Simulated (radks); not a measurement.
The numbers below are computed, except where a source is named.
Ba I, 56 electrons, occupied as [Xe] 6s2. Code: a radial shooting solver on a logarithmic mesh with Libxc functionals. Model: scalar-relativistic Kohn-Sham, LDA (Slater exchange, Perdew-Wang correlation), spin-unpolarised, spherical densities, finite nucleus; Fermi nuclear charge, rms radius 4.8378 fm.

Normalised radial functions P(r) = r R(r), r in bohr:

```
   r/bohr * 4s, o 4d, + 5s (the largest magnitude, 1.43, reaches the edge; | marks zero, & curves that meet)
0.0008972                             o&
 0.001427                             o+*
 0.002269                             o+ *
 0.003609                             o + *
  0.00574                             o +  *
  0.00913                             o  +  *
  0.01452                             o  +  *
  0.02309                             o + *
  0.03673                           *+|o
  0.05841                    *    +   |   o
   0.0929                     *    +  |       o
   0.1478                             |  +  *      o
    0.235                             |     +   o    *
   0.3737                       o* +  |
   0.5944  *    o            +        |
   0.9453          o  *               |      +
    1.503                      o   *  |                +
    2.391                            o*        +
    3.803                             &+
    6.048                             &
    9.619                             &
     15.3                             &
```

4s: eigenvalue -243.24 eV, 3 radial nodes at r = 0.0317, 0.126, 0.345 bohr, <r> = 0.674 bohr, 90 % of the charge inside 0.970 bohr. 4d: eigenvalue -89.656 eV, 1 radial node at r = 0.324 bohr, <r> = 0.801 bohr, 90 % of the charge inside 1.21 bohr. 5s: eigenvalue -33.802 eV, 4 radial nodes at r = 0.0316, 0.125, 0.332, 0.798 bohr, <r> = 1.64 bohr, 90 % of the charge inside 2.36 bohr.
